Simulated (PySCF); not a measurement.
Gas-phase reaction: BrCl + 2 F ⇌ BrF + ClF

Method: PySCF energies plus ideal-gas RRHO corrections (1 bar). † marks an energy on the PBE0/def2-TZVP geometry and frequencies; other levels use their own. MP2 and CCSD(T) freeze the core. 6-31G* has spherical d functions here. Open shells (unrestricted): F (multiplicity 2, electronic degeneracy 6); the rest are closed-shell singlets. Spin-orbit splitting is ignored; it lowers the true energy and changes the entropy of F. Br: all electrons, no relativistic terms. MP2 isn't extrapolated to the basis-set limit; its ΔH°(298 K) is -248.2 kJ in def2-SVP and -297.4 kJ in def2-TZVPP. CCSD(T) isn't extrapolated to the basis-set limit; its ΔH°(298 K) is -218.3 kJ in def2-SVP and -264.1 kJ in def2-TZVPP. The harmonic model lacks anharmonicity and excited electronic states, which grow with temperature; levels with a mode under 35 cm⁻¹ are left out.

```csv
level,"ΔE electronic, kJ","ΔH°(298 K), kJ","ΔS°(298 K), J/K","ΔG°(2000 K), kJ"
CCSD(T)/def2-SVP†,-221,-218,-114,27
HF/6-31G*,6,9,-115,257
MP2/def2-SVP†,-251,-248,-114,-3
PBE/def2-SVP,-333,-331,-114,-87
LDA/def2-TZVP†,-458,-456,-114,-211
```
ΔH° is lowest at LDA/def2-TZVP† and highest at HF/6-31G*. No reference value is set beside these.
